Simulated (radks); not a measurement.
Question: Excited configurations of Yb3+: one electron is placed in a higher orbital outside [Xe] 4f12. The ground configuration is [Xe] 4f13. Method: scalar-relativistic Kohn-Sham, PBE, spin-polarised, spherical densities, finite nucleus; open shells are filled with parallel spins first (spin-orbit coupling, left out, can overturn this in heavy ions); Fermi nuclear charge, rms radius 5.3108 fm; computed with a radial shooting solver on a logarithmic mesh with Libxc functionals. Excitation = E - E(ground); binding = E(ion) - E, where the ion is the core of charge +4; n* = 4/sqrt(2 binding) in atomic units, and the quantum defect is n - n*.

outer orbital  excitation (eV)  binding (eV)     n*  quantum defect  eigenvalue (eV)  <r> (bohr)
5d                      12.743        33.003  2.568           2.432          -27.524       1.958
5f                      31.367        14.380  3.891           1.109          -12.098       4.181
6s                      14.868        30.878  2.655           3.345          -27.256       2.786
6d                      29.399        16.348  3.649           2.351          -14.398       4.490
6f                      36.180         9.567  4.770           1.230           -8.331       7.246

Estimate the row for 6p.

Answer: excitation (eV) 21.497; binding (eV) 24.249; n* 2.996; quantum defect 3.004; eigenvalue (eV) -21.347; <r> (bohr) 3.309. The Delta-SCF ionisation energy is 45.746 eV (NIST Atomic Spectra Database: 43.61 eV, semi-empirical). Self-interaction in the functional shifts the binding energies and quantum defects, so they are the method's values and not measured ones. Open shells are spherical and high-spin; term and fine-structure splittings are not resolved. Spin-orbit splitting is averaged out at the scalar-relativistic level.
